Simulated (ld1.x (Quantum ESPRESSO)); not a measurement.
**bismuth, PAW: configuration errors across variants**

- Element: Bi (Z = 83)
- Generator: ld1.x (Quantum ESPRESSO) 7.5
- Type: PAW
- Functional: PBE
- Relativity: fully relativistic
- Frozen core: [Xe] 4f14
- Valence charge: 15
- Reference configuration: 5d10 6s2 6p3
- Partial waves: 6s (bound): rcut 1.65, rcutus 1.80 bohr; 6s channel at 1.3 Ry: rcut 1.65, rcutus 1.80 bohr; 6p (bound): rcut 2.30, rcutus 2.70 bohr; 6p channel at 4.85 Ry: rcut 2.30, rcutus 2.70 bohr; 5d (bound): rcut 1.60, rcutus 2.05 bohr; 5d channel at 2.75 Ry: rcut 1.60, rcutus 2.05 bohr
- Local potential: all-electron potential smoothed inside 2.35 bohr (lloc = -1)
- Core correction: Bessel-smoothed model core inside 1.00 bohr
- Augmentation charge: PSQ, inside the norm-conserving radii

Open shells are filled in proportion to 2j + 1 (rel_dist='average').

All-electron excitation energies from the reference (eV): (1) 5d10 6s2 6p2 8.059; (2) 5d10 6s2 6p1 23.484; (3) 5d10 6s2 6p0 47.046; (4) 5d10 6s0 6p5 20.036; (5) 5d9 6s2 6p4 23.904; (6) 5d9 6s2 6p3 33.179; (7) 5d10 6s1 6p3 18.648.

3 further variants failed, have other tests or too few solved ones, and are left out.

Errors AE − PS in meV (a dash: test not solved or not reliable):

| change | (1) | (2) | (3) | (4) | (5) | (6) | (7) | bound ghosts |
| --- | --- | --- | --- | --- | --- | --- | --- | --- |
| base | +0.7 | +1.5 | -3.5 | -2.2 | -55 | -57 | -0.1 | not determined |
| waves 6s (bound): rcut 1.65, rcutus 2.08 bohr; 6s channel at 1.3 Ry: rcut 1.65, rcutus 2.08 bohr | +0.8 | +1.5 | -3.1 | -2.3 | -46 | -49 | +0.2 | not determined |
| waves 6s (bound): rcut 1.65, rcutus 2.28 bohr; 6s channel at 1.3 Ry: rcut 1.65, rcutus 2.28 bohr | +0.8 | +1.8 | -2.0 | -2.3 | -39 | -42 | +0.3 | not determined |
| waves 6s (bound): rcut 1.65, rcutus 2.50 bohr; 6s channel at 1.3 Ry: rcut 1.65, rcutus 2.50 bohr | +0.9 | +2.2 | -0.6 | -2.3 | -32 | -36 | +0.4 | not determined |
| waves 6s (bound): rcut 1.65, rcutus 2.74 bohr; 6s channel at 1.3 Ry: rcut 1.65, rcutus 2.74 bohr | +1.0 | +3.3 | +2.5 | -2.2 | -27 | -32 | +0.5 | not determined |

Q: Give the same row for: waves 6s (bound): rcut 1.65, rcutus 1.94 bohr; 6s channel at 1.3 Ry: rcut 1.65, rcutus 1.94 bohr.

A: +0.8, +1.4, -3.5, -2.3, -49, -52, 0.0; bound ghosts: not determined.
